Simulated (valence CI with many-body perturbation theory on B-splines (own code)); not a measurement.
Values are calculated unless marked as measured or tabulated.
# Ru VI: magnetic and hyperfine properties of the levels

Level of theory: relativistic CI+MBPT: three valence electrons over a frozen Dirac-Fock core [Kr], radial functions for each j: 9 s, 9 p, 10 d, 8 f, 5 g, 3 h, 1 i, with the one-electron correlation potential Σ1 (screened to all orders), the two-electron term Σ2, the three-electron term Σ3, Breit, model QED; selected single and double excitations, second order for the rest, scaled by the run's own slope (own B-spline code, finite nucleus).

No measured levels were compared; by estimate terms of the open shell hold to 2 to 4 % of their energy, and close levels can change places; different configurations can be misplaced against each other by 1,000 to 8,000 cm⁻¹. Core correlation moves these levels by up to 17000 cm⁻¹, and in measured spectra 5 to 20 % of such shifts remained as error; rates that hang on mixing are uncertain with them.

A/g_I is the dipole constant over the nuclear g factor μ/I (μ in nuclear magnetons, uniformly magnetised nucleus), B/Q the quadrupole constant per barn. Both hold the static response of the core; the bare values leave it out. Large factors of s and p1/2 electrons are usually good to 5 to 10 %; those of open d and f shells near neutrality can be off by tens of per cent, and small factors of p3/2, d and f electrons come from cancelling terms and can be off by a factor of two or in sign, in half-filled shells by more. B is blank for J = 1/2, where it vanishes, and for nearly pure S terms. Energies count from the lowest level.

Names give the largest LS component (configuration and term), which can be under half, so a name can repeat, a term be missing and a line seem to break the LS rules; names also repeat where a configuration has a term twice. Letters in brackets count levels of one name in rising energy.

```tsv
Level	E (cm⁻¹)	g	A/g_I (MHz)	A/g_I bare	B/Q (MHz/b)	B/Q bare
4d³ ⁴F_3/2	0.0	0.407	1560	1100	-290	-264
4d³ ⁴F_5/2	1475	1.030	640	664	-281	-260
4d³ ⁴F_7/2	3249	1.235	358	544	-368	-344
4d³ ⁴F_9/2	5158	1.325	267	529	-510	-478
4d³ ⁴P_3/2	14043	1.631	-4.20	521	-585	-539
4d³ ⁴P_1/2	14171	2.511	-1810	-665		
4d³ ²G_7/2	15709	0.893	880	800	452	412
4d³ ⁴P_5/2	16472	1.593	-251	206	756	692
4d³ ²G_9/2	16596	1.057	658	712	881	801
4d³ ²D_3/2 [a]	20068	1.111	620	724	-754	-693
4d³ ²P_1/2	20928	0.824	277	54.7		
4d³ ²H_9/2	21696	0.971	659	628	1040	963
4d³ ²H_11/2	21782	1.091	591	668	1660	1520
4d³ ²D_5/2 [a]	23972	1.204	425	586	-527	-479
4d³ ²P_3/2	25271	1.116	480	570	79.4	85.0
4d³ ²F_7/2	33469	1.141	540	660	506	462
4d³ ²F_5/2	33966	0.862	772	654	683	622
4d³ ²D_5/2 [b]	52486	1.196	355	505	1130	1040
4d³ ²D_3/2 [b]	52923	0.799	1210	1080	981	900
4d²5s ⁴F_3/2	151570	0.406	-1910	-1780	254	237
4d²5s ⁴F_5/2	152810	1.026	2040	1880	246	226
4d²5s ⁴F_7/2	154800	1.236	2380	2270	379	344
4d²5s ⁴F_9/2	157200	1.332	2330	2270	603	548
4d²5s ²F_5/2	161040	0.877	856	795	453	425
4d²5s ²F_7/2	164810	1.139	-737	-456	623	575
4d²5s ⁴P_1/2	166370	2.657	10300	9800		
4d²5s ⁴P_5/2	166950	1.430	3830	3610	-633	-594
4d²5s ⁴P_3/2	167090	1.607	2950	2880	567	516
4d²5s ²D_3/2	169270	0.954	-938	-728	-286	-269
4d²5s ²D_5/2	171460	1.353	3850	3560	-620	-578
4d²5s ²P_1/2	174960	0.682	1030	692		
4d²5s ²G_9/2	174990	1.113	2610	2390	2310	2140
4d²5s ²G_7/2	175130	0.894	-1130	-921	2090	1940
4d²5s ²P_3/2	177250	1.298	-2220	-1640	-774	-723
4d²5s ²S_1/2	203040	1.999	17500	15600		
4d²5p ⁴G°_5/2	220140	0.647	2000	1730	662	583
4d²5p ⁴F°_3/2	222790	0.554	980	780	-55.7	-23.1
4d²5p ⁴G°_7/2	223570	1.013	1170	1120	589	526
4d²5p ⁴F°_5/2	224980	1.086	299	430	-37.4	-11.1
4d²5p ⁴G°_9/2	227190	1.194	781	850	492	454
```

(1) Take the isotope of mass number 101, with I = 5/2, μ = -0.718 μN and Q = 0.46 b. What is the hyperfine structure of 4d³ ⁴F_3/2?

Results:

(1) From the table A = -448 MHz, B = -133 MHz. Shifts from the centre of gravity in MHz: F = 1: 2260, F = 2: 1470, F = 3: 185, F = 4: -1710.
